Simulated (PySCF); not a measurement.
**LiBi⁺: from constants to spectrum**

UHF-CCSD(T) constants of LiBi⁺, ⁴Σ⁻ (quartet), unpaired electrons σ ↑, π ↑↑ (PySCF, scalar-relativistic core potentials, basis sets Li cc-pVDZ, Bi cc-pVDZ-PP with ECP60; masses 7.0160 and 208.9804 u):

| Property | Result |
| --- | --- |
| ωe | 221.0 cm⁻¹ |
| ωexe | 2.33 cm⁻¹ |
| Be | 0.27004 cm⁻¹ |
| αe | 0.00398 cm⁻¹ |
| D (centrifugal) | 1.61e-06 cm⁻¹ |

(1) Give the vibrational terms G(v) and spacings up to v = 6.

Correlated steps freeze 4 core orbitals. Spin–orbit coupling is left out, which matters for elements this heavy, above all for dissociation energies. The state is the lowest determinant that a PBE0 search found; another state may lie lower at other levels.

Answers

(1) G(v) = ωe(v+½) − ωexe(v+½)².

```csv
v,G(v) (cm⁻¹),G(v) − G(v−1),Bv (cm⁻¹)
0,110,,0.2681
1,326,216,0.2641
2,538,212,0.2601
3,745,207,0.2561
4,947,202,0.2521
5,1145,198,0.2482
6,1338,193,0.2442
```
